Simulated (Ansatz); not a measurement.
The cluster Ga₄P₄. Total charge 0; singlet. Geometry PBE0-D4/def2-SVP, basis def2-TZVP, Ansatz.

Cartesian coordinates in Å:
```
Ga 1.232 -1.542 1.811
Ga -2.536 0.190 -0.842
Ga -0.888 2.527 0.026
Ga 2.192 -1.176 -0.995
P -0.732 -0.010 1.417
P 1.093 1.043 0.510
P -0.634 -1.407 -0.400
P 0.273 0.374 -1.526
```

```tsv
run	HOMO (eV)	LUMO (eV)
A	-5.06	-3.41
B	-5.80	-2.88
C	-5.29	-3.46
D	-4.82	-3.18
```

Another isomer (singlet) lies 0.13 eV lower at PBE0-D4/def2-TZVP; other spin states weren't run for this one.

Task: The runs used BLYP, PBE, PBE0, r2SCAN. Estimate which is which.

Result: A PBE (0 % exact exchange); B PBE0 (25 % exact exchange); C r2SCAN (0 % exact exchange); D BLYP (0 % exact exchange). Exact exchange lowers occupied and raises empty levels; among semilocal functionals meta-GGAs tend to open the gap a little, and such runs are hard to tell apart. The gap grows from 1.64 eV (BLYP) to 2.92 eV (PBE0).
